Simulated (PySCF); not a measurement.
B(F)2(SiH3) (BF₂H₃Si), SMILES FB(F)[SiH3]. Atoms are numbered in the order given.

```xyz
7

B     -0.4469     0.1871    -0.3321
F     -1.5944    -0.4663    -0.4596
F     -0.3434     1.3189    -1.0189
Si     1.0875    -0.4793     0.8305
H      1.4695     0.5801     1.8061
H      2.2690    -0.7638    -0.0325
H      0.7110    -1.7154     1.5669
```
Charge 0, spin multiplicity 1.

Geometry optimised at TPSSh-D3(BJ)/def2-SVP.

The numbers are results of B3LYP/pcJ-1 (PySCF), not measurements.

Isotropic couplings with Fermi-contact, spin-dipole and both spin-orbit terms, one fixed conformer, no vibrational averaging. Isotopes: 11B, 19F, 1H, 29Si.

Computed spin–spin coupling constants:
```json
[
 {"pair": "B1–F2", "bonds apart": "1", "J (Hz)": "-215.8"},
 {"pair": "B1–F3", "bonds apart": "1", "J (Hz)": "-217.5"},
 {"pair": "B1–Si4", "bonds apart": "1", "J (Hz)": "-136.0"},
 {"pair": "Si4–H5", "bonds apart": "1", "J (Hz)": "-210.4"},
 {"pair": "Si4–H6", "bonds apart": "1", "J (Hz)": "-208.9"},
 {"pair": "Si4–H7", "bonds apart": "1", "J (Hz)": "-217.0"},
 {"pair": "B1–H5", "bonds apart": "2", "J (Hz)": "5.7"},
 {"pair": "B1–H6", "bonds apart": "2", "J (Hz)": "5.5"},
 {"pair": "B1–H7", "bonds apart": "2", "J (Hz)": "6.8"},
 {"pair": "F2–F3", "bonds apart": "2", "J (Hz)": "-291.0"},
 {"pair": "F2–Si4", "bonds apart": "2", "J (Hz)": "-71.5"},
 {"pair": "F3–Si4", "bonds apart": "2", "J (Hz)": "-72.0"},
 {"pair": "H5–H6", "bonds apart": "2", "J (Hz)": "-4.6"},
 {"pair": "H5–H7", "bonds apart": "2", "J (Hz)": "2.0"},
 {"pair": "H6–H7", "bonds apart": "2", "J (Hz)": "1.0"},
 {"pair": "F2–H5", "bonds apart": "3", "J (Hz)": "16.6"},
 {"pair": "F2–H6", "bonds apart": "3", "J (Hz)": "13.9"},
 {"pair": "F2–H7", "bonds apart": "3", "J (Hz)": "-6.0"},
 {"pair": "F3–H5", "bonds apart": "3", "J (Hz)": "-2.8"},
 {"pair": "F3–H6", "bonds apart": "3", "J (Hz)": "-1.6"},
 {"pair": "F3–H7", "bonds apart": "3", "J (Hz)": "28.8"}
]
```
